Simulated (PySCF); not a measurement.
**Correlation energy of Tc (technetium, neutral)**

[Kr] 4d5 5s1 5p1, high-spin 8P determinant (an excited configuration). All numbers are calculated (PySCF 2.14, scalar relativity by spin-free X2C-1e, in x2c-TZVPPall with one added diffuse shell each of s, p, d, f type (9s7p7d3f1g, 95 functions)). Frozen: [Kr]; 7 electrons correlated.

```tsv
level	correlation energy (mhartree)
CCSD	-93.89
(T)	-1.98
CCSD(T)	-95.87
```

Diagnostics: T1 = 0.0093, D1 = 0.0305, largest double amplitude 0.030.

Cost of the coupled-cluster step: about 8 core-seconds, for 7 correlated electrons.
